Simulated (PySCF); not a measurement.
C7H7 (SMILES [CH]1C2C=CC1C=C2), doublet, at a GFN2-xTB geometry, with bond 10-3 at 1.3 times its length. Base run: DF-BLYP/6-31G* (PySCF).

PySCF was given this input:
```python
from pyscf import gto, scf, dft

mol = gto.Mole()
mol.atom = '''
    C    -0.897780    0.154884    0.974994
    C     0.467164   -0.486859    0.946385
    C     0.186223   -1.420993   -0.232354
    C    -0.611518   -0.766171   -1.070942
    C    -0.872718    0.612977   -0.462103
    C     0.471604    1.324555   -0.464610
    C     1.266223    0.672295    0.370697
    H    -1.758350   -0.286499    1.448986
    H     0.856577   -0.953338    1.845225
    H     0.716790   -2.707111   -0.348902
    H    -1.013783   -1.090285   -2.012481
    H    -1.719216    1.160990   -0.862456
    H     0.689494    2.176902   -1.079081
    H     2.295746    0.858416    0.609417
'''
mol.basis = '6-31g*'
mol.charge = 0
mol.spin = 1
mol.verbose = 4
mol.build()

mf = dft.UKS(mol)
mf.xc = 'blyp'
mf = mf.density_fit(auxbasis='def2-universal-jkfit')
mf.kernel()
```

The base run was repeated with changes; each row names its change, and settings that it needs were set with it.

```csv
change,ΔE vs base (mEh),SCF cycles,<S^2>,outcome
base,0.000,12,0.753,converged
solver = newton; init_guess = 1e,0.000,-,0.753,converged
diis_space = 12,0.000,12,0.753,converged
conv_tol = 1e-6,0.000,9,0.753,converged
diis = off; damp = 0.3 (with mf.diis_start_cycle = 200; with mf.max_cycle = 150),-,150,-,not converged
conv_tol = 1e-12,0.000,22,0.753,converged
level_shift = 1.0 (with mf.max_cycle = 100),0.000,49,0.753,converged
solver = newton,0.000,-,0.753,converged
conv_tol_grad = 1e-7,0.000,20,0.753,converged
init_guess = huckel,0.000,13,0.753,converged
init_guess = 1e,0.000,20,0.753,converged
init_guess = vsap,0.000,19,0.753,converged
diis_space = 20,0.000,12,0.753,converged
```

Open shells are given as the SCF converged; they aren't shown to be the lowest states, and a large step between rows can be another state.
